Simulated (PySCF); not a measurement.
Computed XPS line lists of a few unrelated compounds.

Theory: PySCF 2.14.0, delta-SCF UKS SCAN, pcX-2 on the ionised atom, pcseg-1 elsewhere, spin-free X2C. Geometries: PBE0-D3(BJ)/def2-SVP; isolated species, one conformer each.

Line lists (1s up to Mg, 2p3/2 beyond, nothing for Ge; areas count atoms within a level, one atom standing for each set equivalent by bonding):
1. C 1s: 294.48 eV; N 1s: 406.02 eV; O 1s: 537.87 (area 1), 538.23 (area 1) eV; Si 2p3/2: 108.15 eV
2. C 1s: 289.81 (area 1), 290.15 (area 1), 290.70 (area 1) eV; Si 2p3/2: 106.39 eV
3. C 1s: 291.72 eV; Si 2p3/2: 105.96 (area 1), 106.00 (area 2), 106.14 (area 1) eV; Cl 2p3/2: 205.94 eV

Structures:
A. `[SiH2]1[SiH2][SiH]([SiH2]1)CCl`
B. `O=CN[SiH2]O`
C. `[CH3][GeH2][C@H](C)[SiH3]`

Q: Which list belongs to which compound?

A: 
- 1 = B: no other candidate has this set of levels. C 1s: 294.48 amide carbonyl carbon; N 1s: 406.02 amide nitrogen; O 1s: 537.87 amide oxygen, 538.23 silanol oxygen; Si 2p3/2: 108.15 oxygen-bound silicon.
- 2 = C: no other candidate has this set of levels. C 1s: 289.81 sp3 carbon bound to silicon, 290.15 sp3 carbon bound to germanium, 290.70 methyl carbon; Si 2p3/2: 106.39 SiH3 silicon.
- 3 = A: no other candidate has this set of levels. C 1s: 291.72 sp3 C–Cl carbon; Si 2p3/2: 105.96 SiH2 silicon, 106.00 SiH2 silicon (×2), 106.14 SiH silicon; Cl 2p3/2: 205.94 alkyl chlorine.

The 2p values aren't plain energy differences: one relaxed spin-free 2p hole is combined with a matrix within the shell (ground-state 2p orbital-energy differences and spin–orbit coupling). 2p3/2, the mean of its two sublevels, lies a third of the splitting below the shell's mean and 2p1/2 two thirds above it; the statistical areas are 2:1.
